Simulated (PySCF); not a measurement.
2-bromoethanol, C2H5BrO.
SMILES with atom numbers: `[OH:1][CH2:2][CH2:3][Br:4]` (hydrogens: H5 on O1; H6, H7 on C2; H8, H9 on C3)

Cartesian coordinates in Å at the PBE0-D3(BJ)/def2-SVP level; atoms count from 1:
```xyz
9
C2H5BrO angstrom
O      0.0462    1.4097    0.7559
C     -0.0616    0.6204   -0.3847
C     -0.2476   -0.8489   -0.0745
Br     1.2964   -1.5442    0.8973
H      0.7946    1.0719    1.2658
H     -0.9584    0.9580   -0.9326
H      0.8012    0.7414   -1.0702
H     -0.3444   -1.4578   -0.9829
H     -1.1120   -1.0135    0.5818
```

Method: core-valence-separated Tamm–Dancoff BHandHLYP/aug-pcX-1 (pcseg-1 on H, def2-SVPD on Br) in PySCF, non-relativistic, gas phase, PBE0-D3(BJ)/def2-SVP geometry. Absolute energies from this functional tend to lie a few eV below measured edges; no shift was applied.

**Question.** List the carbon K-edge absorption lines.

**Answer.** 
| E (eV) | f | core hole on | main final orbital |
| --- | --- | --- | --- |
| 284.04 | 0.0679 | C3 | LUMO (50 %) |
| 286.99 | 0.0129 | C2 | LUMO (73 %) |
| 287.09 | 0.0162 | C3 | LUMO+1 (46 %) |
| 287.13 | 0.0280 | C2 | LUMO+1 (46 %) |
| 287.65 | 0.0231 | C2 | LUMO+3 (39 %) |
| 287.68 | 0.0426 | C3 | LUMO+4 (32 %) |
| 288.12 | 0.0053 | C2 | LUMO+2 (41 %) |
| 288.52 | 0.0011 | C3 | LUMO+2 (38 %) |
| 288.72 | 0.0029 | C3 | LUMO+3 (34 %) |
| 288.75 | 0.0033 | C2 | LUMO+2 (32 %) |
| 289.11 | 0.0024 | C3 | LUMO+4 (40 %) |

The first line with a tenth or more of the strongest one's intensity is at 284.04 eV (f = 0.068), with the hole on C3 (sp3 C–Br carbon). It is also the strongest listed.

**Question.** What does the O 1s absorption edge look like?

**Answer.** 
| E (eV) | f | core hole on | main final orbital |
| --- | --- | --- | --- |
| 532.71 | 0.0181 | O1 | LUMO+3 (37 %) |
| 533.71 | 0.0103 | O1 | LUMO (76 %) |
| 534.41 | 0.0035 | O1 | LUMO+2 (45 %) |
| 534.68 | 0.0092 | O1 | LUMO+2 (31 %) |
| 534.92 | 0.0111 | O1 | spread |
| 535.16 | 0.0168 | O1 | LUMO+4 (35 %) |
| 535.66 | 0.0113 | O1 | spread |

The first line with a tenth or more of the strongest one's intensity is at 532.71 eV (f = 0.018), with the hole on O1 (alcohol oxygen). It is also the strongest listed.

Roots within 0.03 eV whose holes lie on the same, on equivalent or on shared atoms are summed into one line, and the highest roots are left out, as the search may have cut off their partners. Final orbitals are the ground state's empty Kohn–Sham orbitals.

**Question.** What length of transition dipole belongs to the line at 287.65 eV?

**Answer.** From f = (2/3) ΔE |μ|² in atomic units, with ΔE = 10.571 Eh and f = 0.0231: |μ| = 0.057 au = 0.15 D.

Only the lowest roots of each edge were sought. The BHandHLYP/aug-pcX-1 (pcseg-1 on H, def2-SVPD on Br) calculation is non-relativistic and has no spin–orbit coupling, an omission that weighs most on bromine.

One conformer stands for the species.
